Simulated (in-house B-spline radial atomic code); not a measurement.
Orbital energies and mean radii along the 21-electron series, configuration [Ar] 3d3. The effective charge is n√(-2ε), a non-relativistic measure. Computed with a radial B-spline atomic code at the basis-set limit: non-relativistic Hartree-Fock, average of the configuration, point nuclei.

This level leaves out relativity, spin-orbit splitting included, which matters for heavy ions.

```
  ion   Z  energy of 3s (Eh)  mean radius of 3s (bohr)  energy of 3d (Eh)  mean radius of 3d (bohr)  effective charge of 3s
Cd27+  48             -63.96                   0.34382            -54.211                   0.29425                  33.931
In28+  49                  ?                         ?                  ?                         ?                       ?
Sn29+  50            -71.809                   0.32707            -61.504                   0.27832                  35.952
Sb30+  51                  ?                         ?                  ?                         ?                       ?
Te31+  52            -80.103                   0.31188            -69.243                   0.26405                  37.972
 I32+  53            -84.417                   0.30481            -73.279                   0.25746                  38.981
Xe33+  54            -88.843                   0.29805            -77.427                    0.2512                   39.99
Cs34+  55             -93.38                   0.29159            -81.686                   0.24524                  40.998
```

Question: Fill in the row of In28+.

Answer: energy of 3s (Eh): -67.829; mean radius of 3s (bohr): 0.33523; energy of 3d (Eh): -57.802; mean radius of 3d (bohr): 0.28606; effective charge of 3s: 34.942.

Question: Fill in the row of Sb30+.

Answer: energy of 3s (Eh): -75.9; mean radius of 3s (bohr): 0.3193; energy of 3d (Eh): -65.317; mean radius of 3d (bohr): 0.27099; effective charge of 3s: 36.962.

Question: How does the screening of 3s change?

Answer: Z less the effective charge goes from 14.07 at Z = 48 to 14.00 at Z = 55.
